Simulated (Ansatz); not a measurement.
A run for Ansatz (a quantum-chemistry and plane-wave program): U-PBE/def2-TZVPP on BH2O2 (SMILES O[B]O), 2S+1 = 2, atoms moved off the minimum.

Ansatz 0.2 input:
```yaml
crystal:
  periodic: [false, false, false]
  atoms:
    - {symbol: O, position_ang: [1.03875186, 0.08766302, -0.39374188]}
    - {symbol: B, position_ang: [-0.02170321, -0.53333061, -0.03219784]}
    - {symbol: O, position_ang: [-1.20121989, -0.03632226, 0.32198584]}
    - {symbol: H, position_ang: [1.31347085, 0.95377491, 0.07619962]}
    - {symbol: H, position_ang: [-1.14694103, 0.90030563, 0.73679289]}
basis:
  gaussian:
    orbitals: def2-TZVPP
hamiltonian:
  xc: {name: PBE}
magnetization: {spin_polarized: true, initial_magnetization: 1}
output: {forces: true}
```

Q: Predict the final total energy.

A: -176.3892 hartree.
